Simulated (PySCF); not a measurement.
Delta-SCF ions had no search for a lower state. Excitations are Tamm–Dancoff values on a coarser integration grid. The basis has no diffuse functions, so Rydberg states are missing or too high.

Cartesian coordinates (Å):
```xyz
10

Si    -1.6646    -0.6552    -0.0534
B     -0.1347     0.6181    -0.3052
Si     1.7499     0.2296     0.2665
I     -0.5213     2.4867    -1.2369
H     -2.1007    -0.4974     1.3651
H     -1.2231    -2.0669    -0.2255
H     -2.8262    -0.3913    -0.9408
H      1.7884    -0.6660     1.4557
H      2.3805    -0.5069    -0.8685
H      2.5518     1.4495     0.5431
```
Charge 0, multiplicity 1.

**Question.** Predict the brightest of the four lowest singlets (TDA), HOMO, T1 excitation (TDA), S1–T1 gap (TDA), S1 excitation (TDA), dipole moment, vertical ionisation energy (Delta-SCF) and total energy from PBE-D3(BJ)/def2-TZVP // r2SCAN-D4/def2-TZVP run with PySCF.

**Answer.** 
```
Quantity                                            Value
-------------------------------------------  ------------
brightest of the four lowest singlets (TDA)       4.47 eV
HOMO                                             -6.11 eV
T1 excitation (TDA)                               2.10 eV
S1–T1 gap (TDA)                                   0.43 eV
S1 excitation (TDA)                               2.54 eV
dipole moment                                      0.23 D
vertical ionisation energy (Delta-SCF)            8.72 eV
total energy                                 -904.8054 Ha
```
